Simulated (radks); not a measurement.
Task: All-electron atom: Sn+ in [Kr] 4d8 5s1.5 5p3.5 (fractional occupations, a model configuration). Calculated with a radial shooting solver on a logarithmic mesh with Libxc functionals: Dirac Kohn-Sham, PBE, spin-unpolarised, spherical densities, finite nucleus; open shells fill j = l - 1/2 first; Fermi nuclear charge, rms radius 4.6519 fm.

Spin-orbit splittings of the eigenvalues, e(l+1/2) - e(l-1/2), with zeta = 2 splitting/(2l+1) and mean radii in bohr:

shell  occ.  splitting (eV)  zeta (eV)  <r> j=l-1/2  <r> j=l+1/2
2p        6           230.6      153.7       0.1058       0.1112
3p        6           42.14      28.10       0.3298       0.3410
3d       10               ?          ?       0.3123       0.3159
4p        6           7.824      5.216       0.8532       0.8809
4d        8           1.158     0.4631        1.032        1.044
5p      3.5          0.8141     0.5427        2.501        2.590

Estimate the 3d splitting.

Result: 8.704 eV (zeta = 3.481 eV).
